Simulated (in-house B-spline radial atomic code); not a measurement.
# Te⁴⁺: [Kr] 4d10 5s2

All numbers are computed (Dirac-Kohn-Sham BLYP, spherical fractional occupations; Fermi nucleus of rms radius 4.7423 fm) with an all-electron radial atomic-structure program (B-spline basis), not measured.

Effective charges: Z_r = [3n² - l(l+1)]/(2<r>) from the radius, Z_e = n√(-2ε) from the energy, and Slater's rules. Values are occupation-weighted means over j. An effective charge above Z reflects the relativistic contraction of the inner shells.

```
shell  electrons   ε (eV)  <r> (bohr)    Z_r    Z_e  Slater
   1s          2   -31653     0.02781  53.94  48.23   51.70
   2s          2  -4889.6      0.1194  50.24  37.91   47.85
   2p          6  -4401.5      0.1045  47.84  35.97   47.85
   3s          2  -1007.7      0.3219  41.94  25.82   40.75
   3p          6  -848.07      0.3199  39.08  23.69   40.75
   3d         10  -603.03      0.2968  35.37  19.97   30.85
   4s          2  -207.22      0.7637  31.42  15.61   24.25
   4p          6  -157.52       0.819  28.08  13.61   24.25
   4d         10  -84.307      0.9608  21.86   9.96   12.85
   5s          2   -53.33       1.872  20.03   9.90    8.35
```

The least bound orbital is 5s1/2 at -53.33 eV, and it is also the most diffuse (<r> = 1.872 bohr).

Spin-orbit splittings of the orbital energies (j = l + 1/2 above j = l - 1/2 when positive): 2p 274.6 eV, 3p 51.18 eV, 3d 10.71 eV, 4p 9.778 eV, 4d 1.496 eV.

For the 1s electron the small component carries 3.66 % of the norm, the zero-frequency Breit interaction raises the level by 76.91 eV, self-energy by 43.92 eV, and vacuum polarisation lowers it by 5.966 eV.
